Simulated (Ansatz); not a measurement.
Bond stretch in GaC (cation, charge +1), lowest triplet found (which spin is the ground state isn't settled by this scan).

Level of theory: full CI/aug-cc-pVDZ, cores with 3d frozen in Ansatz (an electronic-structure program).

Problem. Relative to R = 2.91 Å, what are the energies at R = 3.19, 3.49, 3.93, 4.34 Å?

Solution. 1.2 mEh at 3.19 Å, 2.9 mEh at 3.49 Å, 5.2 mEh at 3.93 Å, 6.6 mEh at 4.34 Å.

The scan ran from 1.43 to 6.77 Å; beyond the distances shown full CI changes its symmetry label.
